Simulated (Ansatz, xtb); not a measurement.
**Two isomers of C6H6OS**

We compare I, `Cc1ccc(C=O)s1`, a singlet, with II, `Cc1coccc1=S`, a singlet. Both are isolated molecules in the gas phase, relaxed with PBE-D3(BJ)/def2-SVP; the shapes shown needn't be the lowest conformers.

I (Å):

| atom | x (Å) | y (Å) | z (Å) |
| --- | --- | --- | --- |
| C | -3.9140 | -1.5531 | -0.2345 |
| C | -2.4538 | -1.4184 | 0.0656 |
| C | -1.3889 | -2.0515 | -0.5705 |
| C | -0.1259 | -1.6951 | -0.0315 |
| C | -0.2258 | -0.7867 | 1.0198 |
| C | 0.8443 | -0.1946 | 1.8155 |
| O | 0.6858 | 0.6018 | 2.7305 |
| S | -1.8936 | -0.3740 | 1.3399 |
| H | -4.4818 | -1.9278 | 0.6424 |
| H | -4.0665 | -2.2635 | -1.0692 |
| H | -4.3659 | -0.5818 | -0.5248 |
| H | -1.5330 | -2.7534 | -1.4042 |
| H | 0.8394 | -2.0816 | -0.3889 |
| H | 1.8739 | -0.5478 | 1.5029 |

II (Å):

```xyz
14

C    -3.0996   -1.5550    1.5676
C    -1.8702   -1.4479    0.7213
C    -0.9294   -2.4418    0.7218
C     0.4362   -1.3421   -0.8094
C    -0.4305   -0.2946   -0.8893
C    -1.6611   -0.2666   -0.1235
O     0.2107   -2.4189   -0.0172
S    -2.7448    1.0035   -0.2001
H    -3.1256   -2.4950    2.1516
H    -4.0041   -1.4856    0.9288
H    -3.1614   -0.6855    2.2541
H    -0.9975   -3.3620    1.3196
H     1.3839   -1.4313   -1.3585
H    -0.1987    0.5539   -1.5481
```

Q: Estimate E(II) − E(I) at the level CCSD(T)/def2-SVP + ΔMP2/def2-TZVPP.

A: Calculated at CCSD(T)/def2-SVP + ΔMP2/def2-TZVPP: E(II) − E(I) = +58.8 kJ/mol, so structure I lies lower.

The same difference at several levels:

```
                             level             geometry  E(II) − E(I) (kJ/mol)  departure from the last row (kJ/mol)  job, with rough time for the two
                          GFN2-xTB             GFN2-xTB                   −21.1                                 −79.9              optimisation, 0.15 s
                         HF/STO-3G             GFN2-xTB                   +82.7                                 +23.8              single point, 0.48 s
                r2SCAN-D4/def2-SVP             GFN2-xTB                   +41.7                                 −17.1               single point, 4.8 s
               PBE-D3(BJ)/def2-SVP  PBE-D3(BJ)/def2-SVP                   +42.2                                 −16.6                optimisation, 21 s
                       HF/def2-SVP  PBE-D3(BJ)/def2-SVP                   +40.4                                 −18.4           part of the CCSD(T) run
                      MP2/def2-SVP  PBE-D3(BJ)/def2-SVP                   +67.6                                  +8.8           part of the CCSD(T) run
                  CCSD(T)/def2-SVP  PBE-D3(BJ)/def2-SVP                   +52.9                                  −5.9                      single point
CCSD(T)/def2-SVP + ΔMP2/def2-TZVPP  PBE-D3(BJ)/def2-SVP                   +58.8                                                   single point, 1.7 min
```

As drawn, II has 1 C–C, 2 C=C, 2 C–O, 1 C=S in place of 3 C∷C, 1 C=O, 2 C∷S (∷ is an aromatic bond). Structure I has a 5-membered ring (with an aromatic ring), II a 6-membered ring.

GFN2-xTB puts the two in the other order. The largest departure from CCSD(T)/def2-SVP + ΔMP2/def2-TZVPP is that of GFN2-xTB, 79.9 kJ/mol. The last row adds to CCSD(T) the change of the MP2 difference between the two basis sets, here +5.9 kJ/mol.

With thermal terms from frequencies at re-optimised GFN2-xTB minima (ideal gas, soft modes damped towards free rotors, one conformer each, 298.15 K, 1 atm): the zero-point term adds +5.2 kJ/mol; ΔH is +62.2 and ΔG +66.8 kJ/mol.

The correlated steps freeze 12 core orbitals. Programs: Ansatz 0.2.0, xtb 6.7.1; the last row on 4 threads of Arm Neoverse V1 on a shared host.
